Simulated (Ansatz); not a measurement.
Consider the isomerisation: `[CH2]1[CH2][GeH2]1` → `C=[CH][GeH3]`.

Calculated with Ansatz (gas phase, PBE0-D4/def2-TZVP geometries, no zero-point term in ΔE). CCSD(T)/CBS adds triple-zeta CCSD(T) − MP2 to the extrapolated MP2 energy (def2 sets, frozen cores). DFT in def2-TZVPP. For Ge outer-core shells are correlated without core-valence functions, which leaves a few kJ/mol of doubt a bond. Scalar relativity is left out up to krypton.

```json
{"level": "r2SCAN-D4", "ΔE (kcal/mol)": "-7.2"}
{"level": "revPBE", "ΔE (kcal/mol)": "-7.7"}
{"level": "PBE0", "ΔE (kcal/mol)": "-6.1"}
{"level": "HF/CBS(def2)", "ΔE (kcal/mol)": "-18.0"}
```

Problem. What does CCSD(T)/CBS give? (Best estimate.)

Solution. Ansatz gave: -8.3 kcal/mol. The listed levels differ from it by 1.1, 0.6, 2.2, -9.7 kcal/mol.

Largest T1 diagnostic among the species: 0.012.

In def2-TZVPP, CCSD(T) changes the Hartree–Fock value by +8.3 kcal/mol (the triples alone add +0.7 kcal/mol) and MP2 by +11.3 kcal/mol. At CCSD(T), def2-SVP lies −3.6 kcal/mol from the extrapolated value and def2-TZVPP −1.4 kcal/mol. Leaving LDA and LC-ωPBE aside and taking each functional with its dispersion term where it has one, the values, not all of them listed here, spread over 6.1 kcal/mol, from BLYP-D4 to PBE-QIDH. LDA lies +4.2 kcal/mol from PBE without D4.
